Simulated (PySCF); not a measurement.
Geometries of 2 isomers of C5H9NSi, from PBE0-D3(BJ)/def2-SVP geometry optimisation, gas phase in PySCF. One conformer each, no zero-point energy, no frequencies.

Question: Which is lower in electronic energy at this level?
A.
```xyz
16
angstrom
C      3.486   -1.267   -0.226
C      2.448   -0.645   -0.355
Si     0.862    0.265   -0.566
N      0.766    1.499    0.635
C     -0.601   -0.892   -0.273
C     -1.889   -0.142   -0.321
C     -2.599    0.253    0.741
H      4.404   -1.815   -0.110
H      0.834    0.732   -1.991
H      1.488    2.206    0.715
H     -0.153    1.885    0.828
H     -0.565   -1.683   -1.040
H     -0.446   -1.364    0.711
H     -2.247    0.138   -1.321
H     -2.290   -0.001    1.760
H     -3.521    0.829    0.627
```
B.
```xyz
16
angstrom
C      0.871    1.169    2.184
C      0.939    0.214    1.439
C      0.986   -0.920    0.554
C      1.596   -0.809   -0.817
C      0.109   -0.958   -0.693
Si    -1.049    0.469   -1.060
N     -2.275    0.514    0.161
H      0.837    2.020    2.838
H      1.123   -1.878    1.068
H      2.182   -1.662   -1.169
H      1.994    0.168   -1.106
H     -0.295   -1.953   -0.911
H     -1.740    0.250   -2.368
H     -0.196    1.698   -1.199
H     -3.124    1.040   -0.012
H     -1.963    0.648    1.119
```

Answer: A. That is `C#C[Si@H](N)CC=C`, 10.7 kcal/mol below the other.

| SMILES | atoms numbered as above | E (Eh) | relative (kcal/mol) | relative (kJ/mol) | dipole (D) |
| --- | --- | --- | --- | --- | --- |
| C#C[Si@H](N)CC=C | [CH:1]#[C:2][Si@H:3]([NH2:4])[CH2:5][CH:6]=[CH2:7] | -539.45194 | 0.0 | 0.0 | 0.68 |
| C#C[C@@H]1C[C@@H]1[SiH2]N | [CH:1]#[C:2][C@@H:3]1[CH2:4][C@@H:5]1[SiH2:6][NH2:7] | -539.43488 | 10.7 | 44.8 | 0.49 |

As drawn, the lower has a C=C bond outside aromatic rings, which the higher lacks; the higher has a three-membered ring, which the lower lacks.
